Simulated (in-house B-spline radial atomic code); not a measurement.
**RPA and G0W0 on BLYP: Ag**

Configuration [Kr] 4d10 5s1, highest spin, mean-field start BLYP. Computed with a B-spline radial code for spherical atoms: all electrons, non-relativistic, point nucleus, each spin shell either full or empty, empty states to l = 9 with an (l + 1/2)⁻⁴ tail; G0W0 by contour deformation at full frequency.

Without relativity these are model numbers: it shifts the levels of so heavy an element strongly and can reorder them.

Command:
```bash
python run_gw.py task.json out
```
Settings (radii: box in bohr, nucleus in fm):
```
Z                        47
electrons                47
configuration            [Kr] 4d10 5s1
hamiltonian              nr
method                   b88,lyp
lmax                     9
spin_polarised           True
box_radius               40
intervals                57
ion_configuration        [Kr] 4d10
```

Time taken, with all properties: 5 s on 1 thread of Arm Neoverse V2, with other jobs on the host.

Energies (hartree):

| term | value |
| --- | --- |
| mean-field total | -5200.12926 |
| Hartree-Fock functional on these orbitals | -5197.65212 |
| direct second order | -4.24 |
| second-order exchange | 1.1723 |
| SOSEX correction | 1.0653 |

**Question.** What is the RPA correlation energy, and what remains with SOSEX?

**Answer.** RPA gives -3.6107 hartree (-2.09 eV per electron); RPA + SOSEX gives -2.5454, and the second-order doubles -3.0677 hartree (no singles). SOSEX takes back 30 % of the RPA value.

Quasi-particle levels (eV):

| level | occupied | mean field | Σx - vxc | Σc | QP weight | G0W0 |
| --- | --- | --- | --- | --- | --- | --- |
| 5s up | yes | -4.256 | -2.03 | ? | ? | ? |
| 5s down | no | -3.752 | 4.91 | -2.59 | 0.801 | -1.432 |

G0W0 = mean field + (Σx - vxc) + Σc, with Σc (partial-wave tail included) taken at the quasi-particle energy. Only the outer levels were computed. Levels of low weight are left out.

**Question.** Where does G0W0 put 5s up?

**Answer.** At -7.328 eV, with Σc = -1.04 eV and a quasi-particle weight of 0.763. The tabulated removal energy is 7.576 eV (NIST, measured); the calculation leaves out relativity, Breit and QED terms, and what these don't explain is the method's own error.

**Question.** What does it cost to remove one electron (to [Kr] 4d10) by differences of total energies, each species on its own start (correlation terms add to the Hartree-Fock functional)?

**Answer.** BLYP 7.430 eV, Hartree-Fock functional 5.742 eV, + RPA 7.541 eV, + RPA + SOSEX 6.831 eV, + second order 8.127 eV. Tabulated: 7.576 eV (NIST, measured); the calculation leaves out relativity, Breit and QED terms, and what these don't explain is the method's own error.
